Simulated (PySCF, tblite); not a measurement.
Isomers of C7H6N4. Method: GFN2-xTB as coded in tblite; computed harmonic values from a numerical Hessian at the method's own geometry, unscaled. Against measured fundamentals such values can be off by several per cent, at times by over 20. One conformer each.

Electronic energies: PBE0/pcSseg-1 single points on the GFN2-xTB geometries (PySCF, gas phase).

```json
{"SMILES": "N#Cc1ncc(C2CC2)nn1", "electronic energy, lowest = 0 (kcal/mol)": "0.0"}
{"SMILES": "N#Cc1cc(C2CC2)nnn1", "electronic energy, lowest = 0 (kcal/mol)": "15.5"}
{"SMILES": "C#Cc1nn(CC)nc1C#N", "electronic energy, lowest = 0 (kcal/mol)": "12.0"}
```

How do GFN2-xTB zero-point energies change the relative energies?

| SMILES | ZPE (kcal/mol) | of it from modes above 1550 cm⁻¹ | electronic (kcal/mol) | with ZPE, lowest = 0 (kcal/mol) | lowest mode (cm⁻¹) | rings |
| --- | --- | --- | --- | --- | --- | --- |
| N#Cc1ncc(C2CC2)nn1 | 76.1 | 29.9 | 0.0 | 0.0 | 31 | 2 |
| C#Cc1nn(CC)nc1C#N | 75.5 | 33.1 | 12.0 | 11.4 | 18 | 1 |
| N#Cc1cc(C2CC2)nnn1 | 75.9 | 29.9 | 15.5 | 15.3 | 45 | 2 |

The zero-point energies span 0.6 kcal/mol, from `C#Cc1nn(CC)nc1C#N` to `N#Cc1ncc(C2CC2)nn1`. The order is unchanged.

And how do the electronic energies of GFN2-xTB itself compare?

`N#Cc1ncc(C2CC2)nn1` 0.0; `C#Cc1nn(CC)nc1C#N` 7.0; `N#Cc1cc(C2CC2)nnn1` 12.0 kcal/mol, lowest = 0. Against the energies above, taken from the same isomer `N#Cc1ncc(C2CC2)nn1`, the largest difference is 5.0 kcal/mol.
